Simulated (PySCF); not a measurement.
# Dipole response of Ni+ (nickel, charge +1)

[Ar] 3d9, 2D determinant. Calculation: PySCF 2.14, in dyall-av2z; no relativity, point nucleus. Coupled (time-dependent) response in atomic units; α is the mean over directions. A double-zeta set is small for polarisabilities.

| method | mean α (bohr³) | α xx, yy, zz | C₆ (like pair) | S(−4) |
| --- | --- | --- | --- | --- |
| UHF | 5.456 | 5.163, 5.163, 6.042 | 17.27 | 24.11 |
| PBE | 8.282 | 7.761, 7.761, 9.323 | 26.40 | 83.04 |
| PBE0 | 7.176 | 6.762, 6.762, 8.005 | 22.93 | 54.12 |

S(−4) is the Cauchy moment in α(ω) = α(0) + S(−4) ω² + …

α(iu) at PBE:

| u (hartree) | α(iu) (bohr³) |
| --- | --- |
| 0 | 8.282 |
| 0.0500 | 8.082 |
| 0.100 | 7.563 |
| 0.200 | 6.220 |
| 0.300 | 5.095 |
| 0.500 | 3.752 |
| 0.750 | 2.898 |
| 1.00 | 2.371 |
| 1.50 | 1.685 |
| 2.00 | 1.250 |
| 3.00 | 0.7641 |
| 5.00 | 0.3824 |

A single London oscillator, α(iu) = α/(1 + u²/ω²), gives C₆ = (3/4) ω α². Matching the computed C₆ needs ω = 4 × 26.40 / (3 × 8.282²) = 0.513 hartree.

For an ion, C₆ is the dispersion term alone; charge-induced terms of lower order in 1/R come first.

The components differ because the open shell of this determinant is not spherical; for a pure term their mean is the scalar polarisability.
